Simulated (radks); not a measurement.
Values are calculated unless marked as measured or tabulated.
Question: Pm+, configuration [Xe] 4f5 6s1. Level of theory: Dirac Kohn-Sham, SOGGA, spin-unpolarised, spherical densities, point nucleus; open shells are shared between the two j in proportion to 2j + 1 (a radial shooting solver on a logarithmic mesh with Libxc functionals). Some entries of the table are withheld. Estimate them.

orbital,occ.,eigenvalue (eV),<1/r> (bohr^-1)
1s1/2,2,-44967.35,67.42
2s1/2,2,-7312.873,15.99
2p1/2,2,-6925.902,15.97
2p3/2,4,-6366.017,14.29
3s1/2,2,-1599.034,5.801
3p1/2,2,-1433.129,5.716
3p3/2,4,-1320.561,5.295
3d3/2,4,-1032.097,5.168
3d5/2,6,-1007.695,5.062
4s1/2,2,-322.4635,2.415
4p1/2,2,-259.3660,2.309
4p3/2,4,-234.7547,2.168
4d3/2,4,-130.9803,(1)
4d5/2,6,-126.6076,(2)
5s1/2,2,-47.8261,(3)
5p1/2,2,-30.9674,0.8094
5p3/2,4,-27.6757,0.7592
4f5/2,2.14286,-8.3559,1.314
6s1/2,1,(4),0.3175
4f7/2,2.85714,-7.8843,1.297

Answer: 
(1) 4d3/2 <1/r> (bohr^-1): 1.947
(2) 4d5/2 <1/r> (bohr^-1): 1.912
(3) 5s1/2 <1/r> (bohr^-1): 0.9230
(4) 6s1/2 eigenvalue (eV): -8.1777
